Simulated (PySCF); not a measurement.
Compound: C8H10.
Numbering: `[CH3:1]/[CH:2]=[CH:3]\[C:4]1=[CH:5][CH2:6][CH:7]=[CH:8]1`

NICS = −σ at a ghost point: NICS(0) at the centroid of the ring atoms, NICS(1) 1 Å to either side along the normal of their mean plane, zz for the tensor component along that normal. Level: GIAO PBE0/pcSseg-1 (PySCF, non-relativistic, gas phase) on the GFN2-xTB geometry, one conformer.

Ring bond lengths (Å), with Mayer bond orders in brackets: C4–C5 1.353 (1.67), C5–C6 1.493 (1.07), C6–C7 1.492 (1.07), C7–C8 1.335 (1.78), C8–C4 1.461 (1.08).

**Question.** What do the NICS probes read (ppm)?

**Answer.** 
| ring | type | NICS(0) | NICS(1), two faces | NICS(1)zz, two faces | rms pucker (Å) | centre to ring atoms, mean (Å) |
| --- | --- | --- | --- | --- | --- | --- |
| C4–C5–C6–C7–C8 | 5-membered carbocycle; formal bonds 2 double, 3 single | -3.1 | -5.7 / -5.7 | -11.6 / -11.5 | 0.00 | 1.21 |

**Question.** What do they say, and how far can they be read as aromaticity?

**Answer.** 
- C4–C5–C6–C7–C8: mean NICS(1)zz -11.5 ppm, shielded. C6 has four or more neighbours, so the value isn't read as a sign of a π ring current.

**Question.** Give the inner angles of the rings and the Hirshfeld charges of the ring atoms.

**Answer.** 
- C4–C5–C6–C7–C8: C4 107.7° (-0.012 e), C5 110.0° (-0.053 e), C6 102.8° (-0.074 e), C7 109.4° (-0.054 e), C8 110.1° (-0.061 e); sum 540.0° against 540° for a flat convex ring.

**Question.** How shielded are the nuclei of the rings and their hydrogens (means over atoms taken as equivalent)?

**Answer.** 
```csv
atoms,environment,σ isotropic (ppm),"principal values of the symmetric part, first atom (ppm)"
C4,fully substituted alkene carbon,37.4,"-60.5, 35.5, 137.2"
C5,alkene CH carbon,48.9,"-33.1, 27.6, 152.4"
C6,allylic carbon,139.0,"127.7, 135.5, 153.9"
C7,alkene CH carbon,46.0,"-61.0, 43.1, 155.8"
C8,alkene CH carbon,41.7,"-58.9, 55.5, 128.5"
H on C5,vinylic hydrogen,25.29,"22.4, 23.7, 29.7"
H on C6 (×2),methylene hydrogen,28.37,"23.8, 26.8, 34.5"
H on C7,vinylic hydrogen,25.03,"23.9, 25.1, 26.1"
H on C8,vinylic hydrogen,24.96,"23.4, 23.9, 27.5"
```

The run took about 1.6 min of CPU time (grids of density and orbitals included) (one thread, shared machine). This is the whole shielding run at PBE0/pcSseg-1, SCF included.

Shape of the structure used: `[CH3:1]/[CH:2]=[CH:3]\[C:4]1=[CH:5][CH2:6][CH:7]=[CH:8]1`: C2–C3–C4–C5 0°.
